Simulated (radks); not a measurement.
Values are calculated unless marked as measured or tabulated.
Ionisation of the technetium ion Tc+, [Kr] 4d5 5s1, to [Kr] 4d5 as the strength of local exchange is varied. Code: a radial shooting solver on a logarithmic mesh with Libxc functionals. Model: non-relativistic Kohn-Sham, Slater X-alpha exchange (alpha = 2/3 is LDA exchange), no correlation, spin-polarised, spherical densities, point nucleus; open shells are filled with parallel spins first (spin-orbit coupling, left out, can overturn this in heavy ions); relativity is left out, which matters for an element this heavy.

\begin{tabular}{lrrrrr}
alpha & E(Tc+) (hartree) & exchange (hartree) & IE (eV) & -e of the level emptied (eV) & <r> of it (bohr) \\ \hline
0.615 & -4189.05880 & -108.33585 & 14.308 & 10.965 (5s) & 3.098 \\
0.667 & -4198.22869 & -117.74701 & 14.738 & 11.393 (5s) & 3.058 \\
0.864 & -4233.14576 & -153.75299 & 16.404 & 13.075 (5s) & 2.918 \\
0.868 & -4233.85764 & -154.48983 & 16.438 & 13.110 (5s) & 2.915 \\
1.004 & -4258.13001 & -179.67847 & 17.625 & 14.326 (5s) & 2.827 \\
1.029 & -4262.60633 & -184.33743 & 17.846 & 14.554 (5s) & 2.812 \\
\end{tabular}

NIST Atomic Spectra Database: 15.260 eV (semi-empirical). The Delta-SCF value meets it near alpha = 0.73. Relativity is left out here, which matters for elements this heavy. Open shells are spherical and high-spin; term and fine-structure splittings are not resolved.
